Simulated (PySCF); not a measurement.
Cost of one run: shielding job, `C1C=CC(C=C1)/C=N\[H]`.

Method: GIAO PBE0/pcSseg-1 NMR shielding, non-relativistic, IEF-PCM acetone (PySCF 2.14.0, density-fitted response routines). Geometry: PBE0-D3(BJ)/def2-SVP. Work: shieldings, ring-centre shieldings, charges and field gradients, density fitting. A driver script takes a list of jobs; this job's settings line and coordinates (Å) are shown.

Command:
```bash
OMP_NUM_THREADS=1 python probes_run.py task.json out
```

Input:
```
{"job": {"kind": "nmr", "xc": "PBE0", "basis": "pcSseg-1", "solvent": "acetone", "pop": true}, "charge": 0, "multiplicity": 1}
N     -2.402832     0.222859     1.056222
C     -1.946371    -0.569254     0.183369
C     -0.733994    -0.364501    -0.715223
C     -0.257112     1.057619    -0.703142
C      0.944107     1.431680    -0.254243
C      1.963493     0.471295     0.268948
C      1.541332    -0.957775     0.139265
C      0.343484    -1.336174    -0.312773
H     -1.827445     1.075191     1.088238
H     -2.458091    -1.540227     0.052832
H     -1.072788    -0.625323    -1.738619
H     -0.950952     1.814131    -1.084771
H      1.219267     2.491273    -0.275683
H      2.927662     0.629988    -0.250279
H      2.186835     0.703260     1.328750
H      2.268740    -1.722359     0.429811
H      0.100721    -2.401473    -0.381507
```

Hardware: Arm Neoverse V1, one thread, shared host. PySCF's memory limit was set to 1200 MB.

**Question.** How large is the basis?

**Answer.** 181 functions for 58 electrons, with 927 fitting functions; the fitted three-index integrals, 927 × 181 × 182/2 numbers of 8 bytes, come to 120 MiB.

**Question.** How long does the run take?

**Answer.** About 23 s. The SCF took 13 cycles.

**Question.** Estimate the peak memory.

**Answer.** About 0.96 GiB. Peak memory is the resident size of the whole Python process, interpreter and libraries included.

The SCF part of the output:
```
coarse grid: 14248 points
cycle   1  E = -326.3384327126  dE =  1.105e+00  |g| = 4.344e-01  |ddm| = 3.813e+00
cycle   2  E = -326.3130481118  dE =  2.538e-02  |g| = 5.717e-01  |ddm| = 8.699e-01
cycle   3  E = -326.3846510136  dE = -7.160e-02  |g| = 1.061e-01  |ddm| = 4.752e-01
cycle   4  E = -326.3870110959  dE = -2.360e-03  |g| = 3.748e-02  |ddm| = 1.031e-01
cycle   5  E = -326.3873369191  dE = -3.258e-04  |g| = 8.501e-03  |ddm| = 3.934e-02
cycle   6  E = -326.3873500240  dE = -1.310e-05  |g| = 4.237e-03  |ddm| = 9.479e-03
cycle   7  E = -326.3873544595  dE = -4.435e-06  |g| = 6.576e-04  |ddm| = 3.505e-03
final grid: 137800 points
cycle   8  E = -326.4339540749  dE = -3.724e-05  |g| = 7.363e-03  |ddm| = 3.772e-02
cycle   9  E = -326.4339525671  dE =  1.508e-06  |g| = 7.939e-03  |ddm| = 1.447e-02
cycle  10  E = -326.4339684477  dE = -1.588e-05  |g| = 8.242e-04  |ddm| = 7.198e-03
cycle  11  E = -326.4339685788  dE = -1.311e-07  |g| = 3.842e-04  |ddm| = 8.391e-04
cycle  12  E = -326.4339686117  dE = -3.288e-08  |g| = 6.266e-05  |ddm| = 3.219e-04
cycle  13  E = -326.4339686125  dE = -7.897e-10  |g| = 2.433e-05  |ddm| = 7.332e-05
converged SCF energy = -326.4339686125
```

On the final grid dE counts from the start density on that grid.

Other jobs ran on the host; a repeat could differ by tens of per cent or more.
